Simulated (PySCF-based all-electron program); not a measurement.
## FeCl3, sextet: all-electron forces

All-electron Kohn–Sham DFT on the free molecule, computed near the basis limit with an in-house program on PySCF integrals; the spin-free Dirac equation, no spin–orbit coupling, spin-unrestricted, lowest state found (another of this spin can lie close). Forces are good to about 0.014 eV/Å. Atoms are numbered as listed.

Shape A:

```xyz
4

Fe    0.0000    0.0000    0.0000
Cl   -0.9563    1.3705    0.9245
Cl   -0.4813   -0.4545   -2.0161
Cl    1.5439   -1.0683    0.9889
```

PBE forces:

```json
{"atom": "Fe1", "Fx": "2.409", "Fy": "-3.452", "Fz (eV/Å)": "-2.328"}
{"atom": "Cl2", "Fx": "-2.624", "Fy": "3.760", "Fz (eV/Å)": "2.536"}
{"atom": "Cl3", "Fx": "-0.056", "Fy": "-0.104", "Fz (eV/Å)": "-0.347"}
{"atom": "Cl4", "Fx": "0.271", "Fy": "-0.204", "Fz (eV/Å)": "0.139"}
```

Shape B:

```
atom    x (Å)   y (Å)    z (Å)
  Fe   0.0000  0.0000   0.0000
  Cl   0.0000  0.0000   1.8037
  Cl   1.8377  0.0000  -1.0610
  Cl  -1.8377  0.0000  -1.0610
```

Against shape A, Fe1–Cl2 goes from 1.910 to 1.804 Å.

PBE forces:

```
atom      Fx     Fy  Fz (eV/Å)
 Fe1   0.000  0.000     -9.325
 Cl2   0.000  0.000      9.904
 Cl3   0.396  0.000     -0.290
 Cl4  -0.396  0.000     -0.290
```

Question: What forces does PBE0 give in shape B?

Answer: The forces move by 0.394 eV/Å (r.m.s. over the atoms) from PBE.

```csv
atom,Fx,Fy,Fz (eV/Å)
Fe1,0.000,0.000,-9.933
Cl2,0.000,0.000,10.385
Cl3,0.318,0.000,-0.226
Cl4,-0.318,0.000,-0.226
```
